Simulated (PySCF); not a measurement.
B(H)(NHMe)(OH) (CH₆BNO), SMILES CNBO. Geometry optimised at PBE0-D3(BJ)/def2-SVP. The values are those of a single conformer.

Problem. Give the equilibrium geometry at PBE0-D3(BJ)/def2-SVP (PySCF confirms it by a frequency run) as bond lengths and angles, and its point group. (An estimate is asked for; the answer gives what the named calculation found.)

Solution. This is not unique; one that fits is point group Cs.
Atoms: B1 H2 N3 C4 H5 H6 H7 H8 O9 H10. Bond lengths (Å): B1–H2 1.210, B1–N3 1.410, B1–O9 1.365, N3–C4 1.437, N3–H5 1.012, C4–H6 1.104, C4–H7 1.104, C4–H8 1.101, O9–H10 0.962. Bond angles (°): H2–B1–N3 118.5, H2–B1–O9 117.0, N3–B1–O9 124.5, B1–N3–C4 128.6, B1–N3–H5 116.9, C4–N3–H5 114.5, N3–C4–H6 112.6, N3–C4–H7 112.6, N3–C4–H8 110.6, H6–C4–H7 107.6, H6–C4–H8 106.6, H7–C4–H8 106.6, B1–O9–H10 113.9.
